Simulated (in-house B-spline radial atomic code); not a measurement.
Ionising Pb II (Pb+) with different functionals

Computed with an all-electron radial atomic-structure program (B-spline basis): four-component Dirac-Coulomb Hamiltonian, Fermi nucleus of rms radius 5.5012 fm, spin-restricted, spherical fractional occupations for the functionals. The ionisation energy is the difference of two self-consistent energies, [Xe] 4f14 5d10 6s2 6p1 → [Xe] 4f14 5d10 6s2, without Breit or QED terms; ε is the level of the shell that loses the electron (mean over j). The electron is taken from both j subshells in proportion to 2j + 1, so the result is a j average, not the step between ground levels.

Hybrids are left out here: with spherical fractional occupations of an open shell their exact exchange keeps a self-interaction that integer-occupation calculations don't have.

```csv
method,rung,ΔSCF (eV),-ε(6p) (eV)
LDA VWN5,LDA,13.92,10.29
relativistic LDA,LDA,13.91,10.28
LDA PW92,LDA,13.92,10.29
LDA exchange-only,LDA,12.82,9.22
PBE,GGA,?,?
PBEsol,GGA,13.61,10.02
BLYP,GGA,13.66,9.99
RPBE,GGA,13.50,9.89
PW91,GGA,13.69,10.06
BP86,GGA,13.74,10.16
AM05,GGA,?,?
OLYP,GGA,13.35,9.70
```

**Question.** What does PBE give?

**Answer.** ΔSCF 13.61 eV, and -ε(6p) = 9.99 eV.

**Question.** What does AM05 give?

**Answer.** ΔSCF 13.57 eV, and -ε(6p) = 9.97 eV.

**Question.** How do they compare with the NIST value?

**Answer.** NIST lists 15.032 eV (measured, ground level to ground level). Errors run from -2.21 to -1.11 eV. The correlated functionals all miss on the same side by more than they spread, so the cause is common to them (Breit-QED terms, spin polarisation, the choice among j levels, multiplet and fine-structure energies, or a listed next ion that isn't the cheapest removal here) and closeness doesn't rank the functionals.
